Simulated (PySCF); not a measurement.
**Electron affinity of Se by level of theory**

Se⁻ [Ar] 3d10 4s2 4p5 (2P) → Se [Ar] 3d10 4s2 4p4 (3P), as a difference of total energies. Calculation: PySCF 2.14, in aug-cc-pVTZ-PP with ECP10MDF; scalar relativity through the core potential. Correlated levels: valence: 3s2 3p6 3d10 frozen. The calculations carry no spin-orbit coupling.

| method | electron affinity (eV) |
| --- | --- |
| UHF | 0.927 |
| MP2 (valence) | 1.850 |
| SCS-MP2 (valence) | 1.847 |
| CCSD (valence) | 1.826 |
| CCSD(T) (valence) | 1.899 |

Task: How much does correlation contribute at CCSD(T) (valence)?

Result: 1.899 − (0.927) = 0.972 eV, measured against UHF.

The reference lies between the lowest fine-structure levels, while these numbers refer to the centres of the terms.

Errors of the correlated levels include the incompleteness of this basis and the frozen core.

For comparison: 2.021 eV (measured; photodetachment measurements, as compiled on the Wikipedia data page of electron affinities).
